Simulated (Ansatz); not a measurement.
The cluster Ga4O9H6 was relaxed with r2SCAN-D4 (def2-SVP) in Ansatz in these states: charge +1 doublet, neutral singlet. The geometries follow in no particular order.

A:

```
atom    x (Å)    y (Å)    z (Å)
 Ga1  -0.6613   1.5030  -0.3934
 Ga2   1.0730  -0.8245   0.7738
 Ga3   2.1668   0.5415  -1.5087
 Ga4  -1.4398  -1.0556   1.4500
  O5   2.6657   0.1219   0.4307
  O6  -1.5133  -0.1907  -1.2214
  O7  -2.2631  -1.0026  -0.2633
  O8   0.8274   1.6950  -1.4054
  O9   1.1373  -1.1192  -1.1855
 O10  -0.2479   0.4819   1.0963
 O11   0.1261  -2.1023   1.5545
 O12  -1.8781   2.7810  -0.2211
 O13  -2.6669  -1.1253   2.7345
 H14  -0.7623  -0.7688  -1.4890
 H15  -1.9195   3.3573  -0.9949
 H16   1.4323  -1.9979  -1.4691
 H17   3.3904   0.4515  -2.4319
 H18  -2.3396  -1.5988   3.5103
 H19   2.8729   0.8525   1.0336
```

B:

```csv
atom,x (Å),y (Å),z (Å)
Ga1,1.3739,1.1449,-0.2828
Ga2,-0.5227,-1.4368,-0.5852
Ga3,1.1815,-0.8089,-2.8121
Ga4,-0.9980,-0.5634,1.8794
O5,0.9478,-2.2418,-1.4332
O6,-1.5149,2.1872,1.7329
O7,-2.2506,1.1021,1.8688
O8,1.9014,0.5212,-1.8427
O9,-0.7330,-0.6244,-2.2720
O10,0.1977,-0.0158,0.5018
O11,-1.6300,-1.8504,0.7587
O12,1.6750,2.6266,0.6065
O13,-0.6173,-0.3755,3.5916
H14,-2.1142,2.9299,1.9832
H15,2.3321,3.2143,0.2063
H16,-1.5004,-0.7188,-2.8542
H17,1.4824,-1.2601,-4.2406
H18,-0.8666,-1.1075,4.1744
H19,1.6559,-2.7227,-0.9809
```

Judge from the bond lengths which geometry belongs to which state (an estimate).

A is the neutral singlet (Ga1–O6 2.069 Å, Ga4–O7 1.902 Å, O6–O7 1.463 Å); B is the charge +1 doublet (Ga1–O6 3.674 Å, Ga4–O7 2.084 Å, O6–O7 1.318 Å).

These are the stationary points nearest to one start from a short search; other shapes may lie lower in each state.
